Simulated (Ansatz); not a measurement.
Geometry optimisation, Ansatz, RKS PBE/def2-SVP.

input.yaml

```yaml
crystal:
  periodic: [false, false, false]
  atoms:
    - { symbol: W, position_ang: [0.0, 0.0, 0.0] }
    - { symbol: F, position_ang: [0.0, 0.0, 2.2] }
    - { symbol: F, position_ang: [1.85, 0.0, 0.0] }
    - { symbol: F, position_ang: [0.0, 1.85, 0.0] }
    - { symbol: F, position_ang: [-1.85, 0.0, 0.0] }
    - { symbol: H, position_ang: [0.0, -1.72, 0.0] }
    - { symbol: F, position_ang: [0.0, 0.0, -1.85] }
    - { symbol: Si, position_ang: [1.827, 1.9032, 0.8766] }
    - { symbol: H, position_ang: [2.883, 1.2483, 1.643] }
    - { symbol: H, position_ang: [2.4126, 2.5833, -0.275] }
    - { symbol: H, position_ang: [1.1461, 2.8789, 1.7227] }
    - { symbol: H, position_ang: [0.8673, 0.9035, 2.0736] }
basis:
  gaussian: { orbitals: def2-SVP }
hamiltonian:
  xc: pbe
relax:
  f_tol: 0.15
  max_steps: 25
  restrain:
    - { distance: [0, 7], at: 2.48, k: 30.0 }
    - { distance: [11, 1], at: 0.92, k: 30.0 }
    - { distance: [0, 1], at: 3.05, k: 30.0 }
    - { distance: [11, 7], at: 2.66, k: 30.0 }
```

Command:

```bash
$ ansatz run input.yaml --threads 4 --pin off --max-ram 5120MiB --backend cpu --events-out ev --progress --plain --runs-dir out
```

Question: Where does it end, and by what steps?

Answer: The run converged. The restraints hold the end off the free minimum; the threshold counts their pulls, which the force column leaves out. Restrained pairs: W1–Si8 (2.78 → 2.51 Å), F2–H12 (1.26 → 0.93 Å), W1–F2 (2.20 → 3.04 Å), Si8–H12 (1.83 → 2.66 Å). After 20 steps the energy has fallen by 3.870 eV (the restraints' own energy left out); F4 moved furthest, 1.42 Å.

```
step  energy less start (eV)  largest force component (eV/Å)  accepted
   0                  0.0000                           6.523       yes
   1                 -0.1844                           5.575       yes
   2                 -0.4451                           4.517       yes
   3                 -1.1195                           3.898       yes
   4                 -1.7829                           3.070       yes
   5                 -2.6054                           1.418       yes
   6                 -3.0705                           0.968       yes
   7                 -3.3047                           0.863       yes
   8                 -3.3836                           0.870       yes
   9                 -3.4168                           0.634       yes
  10                 -3.4239                           0.622       yes
  11                 -3.4285                           0.665       yes
  12                 -3.4314                           0.656       yes
  13                 -3.4701                           0.650       yes
  14                 -3.5164                           0.609       yes
  15                 -3.6066                           0.844       yes
  16                 -3.7069                           1.084       yes
  17                 -3.8084                           1.235       yes
  18                 -3.8494                           0.812       yes
  19                 -3.8427                           0.728        no
  20                 -3.8697                           0.700       yes
```

```xyz
12
Properties=species:S:1:pos:R:3
W 0.159 0.338 -0.396
F 0.561 -0.339 2.545
F 1.740 -0.619 0.019
F -0.543 1.834 -1.310
F -1.271 0.767 0.738
H -0.519 -1.177 0.029
F 0.649 -0.143 -2.139
Si 1.491 2.008 0.926
H 2.409 1.380 1.953
H 2.373 2.639 -0.122
H 0.625 3.046 1.578
H 1.460 -0.087 2.568
```

The run took 44 s on 4 threads of Arm Neoverse V2, with other jobs on the host, peak memory 0.22 GiB.
